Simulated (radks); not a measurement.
Question: The tellurium anion Te2-, [Xe], held by a Watson sphere: a shell of charge +1.83 at radius R that stands for the Madelung well of a crystal (potential energy -1.83/R inside, -1.83/r outside, in hartree with lengths in bohr). All-electron calculation, scalar-relativistic Kohn-Sham, PBE, spin-polarised, spherical densities, point nucleus. Program: a radial shooting solver on a logarithmic mesh with Libxc functionals. Response by self-consistent Sternheimer equations with the Hartree and adiabatic LDA kernel, the relativistic mass of each level held fixed and spin-orbit coupling left out. The sphere does not respond.

| R (bohr) | e(4d) (eV) | e(5s) (eV) | e(5p) (eV) | <r> 5p (bohr) | sum of <r^2> (bohr^2) | X-ray form factor at sin(theta)/lambda = 0.1 1/angstrom | alpha (bohr^3) |
|---|---|---|---|---|---|---|---|
| 3.05 | -38.857 | -13.764 | -5.335 | 2.797 | 84.22 | 49.043 | 59.90 |
| 4.05 | -38.026 | -12.322 | -4.122 | 3.014 | 94.33 | 48.739 | 94.77 |
| 5.03 | -37.319 | -11.318 | -3.107 | 3.180 | 103.3 | 48.556 | 146.3 |
| 5.22 | -37.194 | -11.158 | -2.936 | 3.208 | 105.0 | 48.531 | 158.9 |

Estimate the row for R = 3.42 bohr.

Answer: e(4d) (eV) -38.525; e(5s) (eV) -13.169; e(5p) (eV) -4.878; <r> 5p (bohr) 2.883; sum of <r^2> (bohr^2) 88.08; X-ray form factor at sin(theta)/lambda = 0.1 1/angstrom 48.914; alpha (bohr^3) 70.99.
